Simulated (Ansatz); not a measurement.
Al(OSiH3)2 (AlH6O2Si2), SMILES [SiH3][O][Al+][O][SiH3], charge +1. Atoms are numbered in the order given.

```xyz
11

Al     0.0001     0.0000     0.0000
O      0.0001     0.0000     1.6198
Si     0.0000     0.0000     3.3402
H      0.9972     1.0198     3.7468
H      0.3845    -1.3736     3.7467
H     -1.3819     0.3538     3.7466
O      0.0001     0.0000    -1.6198
Si     0.0000     0.0000    -3.3402
H      0.9972    -1.0198    -3.7468
H      0.3845     1.3736    -3.7467
H     -1.3819    -0.3538    -3.7466
```
Charge +1, spin multiplicity 1.

Geometry: PBE0-D3(BJ)/def2-SVP. The spin state was assumed, not searched. The isomer is the one that the SMILES or the coordinates give; other isomers of the formula were not compared. Other conformers were not sampled.

Two levels are set side by side: PBE-D3(BJ)/def2-SVP (Ansatz, a quantum-chemistry and plane-wave program) and PBE0-D3(BJ)/def2-SVP (Ansatz). Each level has its own optimised geometry; the coordinates shown are those of the second. Differences are taken from unrounded values.

| quantity | PBE0-D3(BJ) |
|---|---|
| mean bond length (Å) | 1.558 |
| bond Al1–O2 (Å) | 1.620 |
| bond Al1–O7 (Å) | 1.620 |
| bond O2–Si3 (Å) | 1.720 |
| bond O7–Si8 (Å) | 1.720 |
| bond Si3–H4 (Å) | 1.483 |
| bond Si3–H5 (Å) | 1.483 |
| bond Si3–H6 (Å) | 1.483 |
| bond Si8–H9 (Å) | 1.483 |
| bond Si8–H10 (Å) | 1.483 |
| bond Si8–H11 (Å) | 1.483 |

**Question.** What does PBE-D3(BJ) give, and how far is it from PBE0-D3(BJ)? (Estimate from the structure and the level; the computed values follow.)

**Answer.** 
| quantity | PBE-D3(BJ) | PBE-D3(BJ) minus PBE0-D3(BJ) |
|---|---|---|
| mean bond length (Å) | 1.570 | 0.012 |
| bond Al1–O2 (Å) | 1.633 | 0.013 |
| bond Al1–O7 (Å) | 1.633 | 0.013 |
| bond O2–Si3 (Å) | 1.737 | 0.016 |
| bond O7–Si8 (Å) | 1.737 | 0.016 |
| bond Si3–H4 (Å) | 1.494 | 0.011 |
| bond Si3–H5 (Å) | 1.494 | 0.011 |
| bond Si3–H6 (Å) | 1.494 | 0.011 |
| bond Si8–H9 (Å) | 1.494 | 0.011 |
| bond Si8–H10 (Å) | 1.494 | 0.011 |
| bond Si8–H11 (Å) | 1.494 | 0.011 |

GGA bonds tend to be longer and softer than those of functionals with exact exchange. Differences between two approximate levels are no errors against the true value.
